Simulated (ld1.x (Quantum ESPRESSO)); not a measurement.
## Transferability test, PAW potential for germanium

ld1.x (Quantum ESPRESSO) 7.5 input, shortened:

```
&input
   title='Ge', zed=32., rel=1, dft='BLYP', iswitch=3,
   config='[Ar] 3d10 4s2 4p1 4d-2'
 /
 &inputp
   pseudotype=3, lpaw=.true., tm=.true., lloc=-2, rcloc=1.70,
   nlcc=.true., new_core_ps=.true., rcore=1.35,
   which_augfun='PSQ', rmatch_augfun_nc=.true.
 /
5
4S  1  0   2.00   0.00  1.40  1.70  0.0
4S  1  0   0.00  -1.10  1.40  1.70  0.0
4P  2  1   1.00   0.00  2.00  2.30  0.0
4P  2  1   0.00   0.30  2.00  2.30  0.0
4D  3  2  -2.00   0.30  1.80  2.25  0.0
 &test
   configts(1)='4s2 4p1'
 /
```

Energies are relative to the spin-unpolarised reference configuration 4s2 4p1; without spin polarisation the order of configurations can differ from experiment.

```json
{"valence configuration": "4s2 4p2", "charge": "0", "ΔE all-electron (eV)": "-7.364", "error AE − PS (meV)": "-4.8"}
{"valence configuration": "4s1 4p0", "charge": "+3", "ΔE all-electron (eV)": "50.404", "error AE − PS (meV)": "-237"}
{"valence configuration": "4s1 4p3", "charge": "0", "ΔE all-electron (eV)": "0.667", "error AE − PS (meV)": "-1.1"}
{"valence configuration": "4s2 4p2.3", "charge": "-0.3", "ΔE all-electron (eV)": "-8.215", "error AE − PS (meV)": "-6.4"}
{"valence configuration": "4s2 4p1.5", "charge": "+0.5", "ΔE all-electron (eV)": "-4.610", "error AE − PS (meV)": "-1.6"}
```

(1) What are ΔE and the potential's error for 4s2 4p0?

(2) What are ΔE and the potential's error for 4s1 4p2?

Levels in the configuration 4s1 4p3:

```json
{"level": "4s", "all-electron (eV)": "-12.629", "pseudo (eV)": "-12.635"}
{"level": "4p", "all-electron (eV)": "-4.452", "pseudo (eV)": "-4.453"}
```

Answers

(1) ΔE = 15.457 eV all-electron; the error (AE − PS) is -25 meV.

(2) ΔE = 8.749 eV all-electron; the error (AE − PS) is -11 meV.
